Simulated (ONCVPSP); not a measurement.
## Configuration tests for S (ONCV)

```
Element                 : sulfur (S)
Generator               : ONCVPSP 4.0.1
Type                    : optimised norm-conserving Vanderbilt (ONCV)
Functional              : PBE
Relativity              : scalar-relativistic
Frozen core             : [He]
Valence charge          : 14
Reference configuration : 2s2 2p6 3s2 3p3 (charge +1)
Partial waves           : 2s+3s: rc 0.65 bohr, ncon 4, nbas 7, qcut 20.6 1/bohr, 2 projectors; 2p+3p: rc 0.85 bohr, ncon 4, nbas 9, qcut 12.6 1/bohr, 3 projectors, debl 0.6 Ha
Local potential         : polynomial inside 0.60 bohr (lpopt 5, dvloc0 -1 Ha)
Core correction         : Teter function, fcfact 4.75, rcfact 1.7
```

In the p channel the program set the typed energies aside and used -6.184, -0.617, 0.250 Ha.

Energies are relative to the spin-unpolarised reference configuration 2s2 2p6 3s2 3p3; without spin polarisation the order of configurations can differ from experiment.

```
valence configuration  charge  ΔE all-electron (eV)  error AE − PS (meV)
      2s2 2p6 3s2 3p4       0               -11.769                 +0.5
      2s2 2p6 3s2 3p1      +3                56.325                 +7.4
```

Q: What are ΔE and the potential's error for 2s2 2p6 3s0 3p6?

A: ΔE = 8.971 eV all-electron; the error (AE − PS) is +2.5 meV.

Q: What are ΔE and the potential's error for 2s2 2p6 3s2 3p2?

A: ΔE = 22.284 eV all-electron; the error (AE − PS) is +1.1 meV.

Levels in the configuration 2s2 2p6 3s2 3p2:

```tsv
level	all-electron (eV)	pseudo (eV)
2s	-237.436	-237.417
2p	-182.308	-182.230
3s	-39.396	-39.393
3p	-27.979	-27.975
```
